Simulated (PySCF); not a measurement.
**MCs cations for M along the halogens**

CCSD(T) with double-zeta basis sets in PySCF, for the lowest determinant that a PBE0 search found; no spin–orbit coupling. De refers to high-spin ground-configuration atoms (the charge goes to the atom of lower measured ionisation energy or higher electron affinity, which is not always the lowest computed limit).

```json
{"M": "F", "basis": "def2-SVP", "reference, frozen orbitals": "UHF, 1", "charged atom": "Cs+", "state (unpaired electrons)": "doublet (π ↑)", "Re (Å)": "3.277", "ωe (cm⁻¹)": "95.0", "De (eV)": "0.14"}
{"M": "Cl", "basis": "def2-SVP", "reference, frozen orbitals": "UHF, 5", "charged atom": "Cs+", "state (unpaired electrons)": "doublet (π ↑)", "Re (Å)": "3.655", "ωe (cm⁻¹)": "80.1", "De (eV)": "0.24"}
{"M": "Br", "basis": "def2-SVP", "reference, frozen orbitals": "UHF, 9", "charged atom": "Cs+", "state (unpaired electrons)": "doublet (π ↑)", "Re (Å)": "3.842", "ωe (cm⁻¹)": "54.5", "De (eV)": "0.21"}
```

The shortest bond is that of CsF⁺ (3.277 Å), the longest that of CsBr⁺ (3.842 Å).

Down a group the atoms grow and get heavier, so bonds lengthen and wavenumbers fall; this series shows no clear exception.

Correlated steps freeze the inner cores (1 to 9 orbitals); shallow outer-core shells are correlated. Weak bonds: CsBr⁺, CsCl⁺, CsF⁺. Basis-set superposition, not corrected here, can be much of De in a small basis, most of all at correlated wavefunction levels. These are scalar-relativistic numbers at best; spin–orbit coupling would shift them, the dissociation energy most. For an ion De counts to the pair picked by the measured ionisation energies or electron affinities, which need not be the lowest pair at this level. States were picked by a PBE0 search and need not be the measured ground states.
